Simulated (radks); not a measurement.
All-electron atom: the platinum ion Pt63+ in [Ne] 3s2 3p3.

All-electron calculation, non-relativistic Kohn-Sham, TPSS, spin-polarised, spherical densities, point nucleus; open shells are filled with parallel spins first (spin-orbit coupling, left out, can overturn this in heavy ions); meta-GGA in the generalised Kohn-Sham scheme; relativity is left out, which matters for an element this heavy. Program: a radial shooting solver on a logarithmic mesh with Libxc functionals.

Energy parts (hartree):
| part | energy |
|---|---|
| total | -12806.4491 |
| kinetic | 12805.7923 |
| electron-nucleus | -26627.7360 |
| Hartree | 1171.3258 |
| exchange-correlation | -155.8312 |

Orbitals (lengths in bohr, moments of r in powers of bohr; r(max) is where P^2 peaks; r(90%) holds 90 % of the orbital's charge):
orbital  occ.  eigenvalue (hartree)   r(max)       <r^4>  r(90%)      <r>
1s up       1             -2804.281  0.01288   6.371e-07  0.0345  0.01940
1s down     1             -2803.860  0.01288   6.369e-07  0.0345  0.01940
2s up       1             -614.6389  0.06958  0.00009650   0.123  0.08076
2s down     1             -614.3948  0.06959  0.00009613   0.123  0.08071
2p up       3             -599.7863  0.05395  0.00006005   0.110  0.06822
2p down     3             -599.3662  0.05398  0.00005992   0.110  0.06821
3s up       1             -253.8204   0.1812    0.002404   0.274   0.1896
3s down     1             -252.3222   0.1815    0.002426   0.274   0.1900
3p up       3             -248.1090   0.1694    0.002030   0.263   0.1789
3p down     0             -246.5932   0.1695    0.002046   0.264   0.1791
3d up       0             -239.3595   0.1309    0.001201   0.233   0.1537
3d down     0             -238.1820   0.1303    0.001200   0.233   0.1535
4s up       0             -137.1338   0.3526     0.02499   0.487   0.3473
4s down     0             -136.6619   0.3533     0.02520   0.488   0.3479

The highest occupied level is 3p up at -6751.4 eV. For comparison, the ionisation energy in NIST's Atomic Spectra Database is 6918 eV (theoretical). In exact Kohn-Sham theory the highest level is minus the ionisation energy, but local and semilocal functionals leave it too shallow, through self-interaction and a potential that decays too fast; potentials with the right tail come closer. Spin moment in Bohr magnetons: 3. Summed over all electrons, <r^2> = 0.2422 bohr^2, which gives a Langevin (diamagnetic) susceptibility term of -0.192 x 10^-6 cm^3/mol. The density falls to 0.001 e/bohr^3 at r = 0.55 bohr.
